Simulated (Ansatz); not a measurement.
C2H8BNSi can be A, `BN[SiH2]C=C`, or B, `BN([SiH3])C=C`.

Isolated molecules relaxed with PBE0-D4/def2-TZVP in Ansatz; ΔE leaves out vibrations. CCSD(T)/CBS is the MP2 limit (def2-TZVPP, def2-QZVPP) plus CCSD(T) − MP2 in def2-TZVPP, frozen cores. DFT in def2-TZVPP. B3LYP here is the variant with VWN-RPA as its local correlation; programs differ in this. One conformer a species, not always the lowest.

Problem. Which is lower in electronic energy at CCSD(T)/CBS, and by how much? (Estimate.)

Solution. The calculation gave: A, by 49.9 kJ/mol.

Problem. Give E(B) − E(A) in kJ/mol with CCSD/def2-TZVPP, HF/def2-TZVPP, MP2/def2-TZVPP, B3LYP, PBE0-D4, ωB97M-V, PBE-D4. (An estimate is asked.)

Solution. Computed: CCSD/def2-TZVPP 50.1, HF/def2-TZVPP 56.5, MP2/def2-TZVPP 47.5, B3LYP 49.8, PBE0-D4 44.1, ωB97M-V 49.6, PBE-D4 41.3. None reverses the order clearly.

Problem. Does the order hold for the free energy at 298.15 K (harmonic terms from PBE0-D4)? (An estimate is asked.)

Solution. Computed: Yes: G(B) − G(A) = +49.2 kJ/mol, for one conformer each. Modes under 60 cm⁻¹, often nearly free rotors, make the harmonic entropy too high.

Largest T1 diagnostic: 0.013.

At CCSD(T), def2-SVP lies −14.0 kJ/mol from the extrapolated value and def2-TZVPP −2.0 kJ/mol. The D4 term adds −4.9 kJ/mol with B3LYP and −2.5 kJ/mol with PBE0; it sums over pairs of atoms, weighted by their polarisabilities, and B3LYP, whose exchange is more repulsive, gets the larger term.
